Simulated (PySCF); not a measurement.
**C(2+) (carbon, charge +2) across methods**

[He] 2s1 3d1, high-spin 3D determinant (an excited configuration). Calculation: PySCF 2.14, in aug-cc-pVDZ (4s3p2d, 23 functions); the non-relativistic Hamiltonian (point nucleus).

| method | E (hartree) | mean ε 1s β (eV) | mean ε 2s α (eV) | mean ε 3d α (eV) | Σ⟨r²⟩ (bohr²) | ⟨S²⟩ |
| --- | --- | --- | --- | --- | --- | --- |
| LDA | -34.9426 | -318.41 | -47.624 | -11.719 | 11.75 | 2.000 |
| r2SCAN | -35.3040 | -325.63 | -48.389 | -11.884 | 11.82 | 2.000 |
| PBE0 | -35.2794 | -330.49 | -49.634 | -12.562 | 11.76 | 2.000 |
| wB97M-V | -35.3303 | -333.58 | -51.713 | -13.941 | 11.60 | 2.000 |
| TPSSh | -35.3311 | -327.62 | -48.731 | -12.185 | 11.76 | 2.000 |
| revPBE | -35.3319 | -321.89 | -47.882 | -12.136 | 11.69 | 2.000 |
| PBE | -35.2770 | -321.54 | -47.894 | -12.044 | 11.69 | 2.000 |
| wB97X-V | -35.3185 | -331.81 | -52.066 | -14.284 | 11.70 | 2.000 |
| UHF | -35.22305 | -356.49 | -54.403 | -13.769 | 11.99 | 2.000 |

The outer electron is Rydberg-like, and this basis confines it to a smaller radius and binds it less than a complete one would.
